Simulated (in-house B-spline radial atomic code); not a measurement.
How numerical settings move a run on the germanium ion Ge²⁺, [Ar] 3d10 4s2. Computed with an all-electron radial atomic-structure program (B-spline basis): non-relativistic Hartree-Fock, average of configuration, point nucleus.

Command:
```bash
python run_scf.py task.json out
```
Settings of the sound reference run:
```
Z                32
electrons        30
configuration    [Ar] 3d10 4s2
hamiltonian      nr
method           hf
spin_polarised   False
knot_spacing     0.22
spline_order     8
gauss_points     12
box_radius       22.22
max_iterations   70
damping          0.5
damped_steps     3
diis_vectors     10
tolerance        1e-08
start            Thomas-Fermi
```

Time taken, with all properties: 0.11 s on 1 thread of Arm Neoverse N1, on a shared host.

It converges in 9 iterations to -2074.529712 hartree, with 4s at -31.9633 eV. The other runs change the listed settings, some to values that make no sense; their results aren't properties of the atom or ion. Radii are in bohr (the nuclear one in fm), a minus after a letter asks for a j subshell, and «unchanged» means within 1e-8 hartree. The run stops when the residual is below 10 × tolerance × max(1, Z/10), or a noise floor if that is larger, and the energy moves by less than 1e-8 × √|E| hartree; so very loose and very tight tolerances often act alike.

```tsv
changed settings	outcome
first_knot = 0.0938, max_iterations = 60, damping = 0.8	converged in 10 iterations, energy +2.35e-03 hartree from the reference, 4s level +1.3e-05 eV
knot_spacing = 0.4	converged in 10 iterations, energy +4.23e-04 hartree from the reference, 4s level +2.6e-05 eV
electrons = 38, configuration = [Ar] 3d10 4s2 6s2 6p6, max_iterations = 60	not converged after 60 iterations, last residual 4.7e-03
knot_spacing = 0.3	converged in 9 iterations, energy +1.87e-06 hartree from the reference
spline_order = 7, max_iterations = 75, diis_vectors = 0, tolerance = 0.001	converged in 10 iterations, energy +1.90e-07 hartree from the reference, 4s level -7.9e-04 eV
diis_vectors = 0	converged in 20 iterations, energy unchanged
knot_spacing = 1	converged in 9 iterations, energy +6.27e+00 hartree from the reference, 4s level +9.8e-01 eV (the program warns: 4s reaches the box edge; 3s reaches the box edge)
first_knot = 0.0938, max_iterations = 60, damping = 0.2, tolerance = 0.01, start = bare nucleus	converged in 10 iterations, energy +2.35e-03 hartree from the reference, 4s level +3.3e-05 eV
knot_spacing = 1.4	converged in 10 iterations, energy +1.04e+02 hartree from the reference, 4s level +4.0e+00 eV (the program warns: 4s reaches the box edge; 1s reaches the box edge)
knot_spacing = 0.75	converged in 9 iterations, energy +1.45e+00 hartree from the reference, 4s level +2.7e-01 eV (the program warns: 3s reaches the box edge; 3p reaches the box edge)
diis_vectors = 4	converged in 10 iterations, energy unchanged, 4s level +3.3e-06 eV
gauss_points = 16	converged in 9 iterations, energy unchanged
electrons = 31, configuration = [Ar] 3d10 4s2 1f1, max_iterations = 100	stopped with error: there is no 1f shell
gauss_points = 4	converged in 9 iterations, energy -6.65e-07 hartree from the reference
```

(1) What happens with diis_vectors = 2?

(2) What happens with hamiltonian = dirac, spin_polarised = True, nucleus = fermi, rms_radius = 4.0742, mass_number = 74, atomic_mass = 73.92118, speed_of_light = 137.036?

(3) What happens with knot_spacing = 1, spline_order = 6, max_iterations = 75, tolerance = 1e-10, start = bare nucleus?

(4) What happens with gauss_points = 3?

Answers

(1) Converged in 11 iterations, energy unchanged, 4s level +2.0e-06 eV.

(2) Stopped with error: spin polarisation is not served with the Dirac Hamiltonian.

(3) Converged in 12 iterations, energy +2.23e+01 hartree from the reference, 4s level +2.2e-01 eV (the program warns: 3s reaches the box edge).

(4) Converged in 9 iterations, energy -4.25e+05 hartree from the reference, 4s level -1.4e+02 eV.
